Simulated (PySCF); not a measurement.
H3Zr, SMILES [ZrH3+] (connectivity only; charge and spin as stated), charge +1, multiplicity 1.

Geometry: PBE0-D3(BJ)/def2-TZVPD. A frequency run showed that this geometry is not a minimum. The multiplicity is an assumed one; other spin states were not compared. The def2 effective core potentials stand for the cores of Zr; spin–orbit coupling is left out.

Two levels are set side by side: TDA-PBE/def2-TZVPD (PySCF) and TDA-B3LYP/def2-TZVPD (PySCF). Vertical, same geometry. The lowest singlet is HOMO−1→LUMO+2 50 %, HOMO→LUMO+1 50 % with PBE and HOMO−1→LUMO 100 % with the other functional; states are paired by order. Differences are taken from unrounded values.

```tsv
quantity	TDA-B3LYP	TDA-PBE	TDA-PBE minus TDA-B3LYP
lowest singlet excitation (eV)	2.73	2.63	-0.09
lowest triplet excitation (TDA) (eV)	2.47	2.29	-0.18
```

A lower first singlet is the usual sign of a functional without exact exchange. Differences between two approximate levels are no errors against the true value.

Rough cost on one machine, each run with all the roots and properties that it gave: TDA-B3LYP against TDA-PBE within a factor of 2.
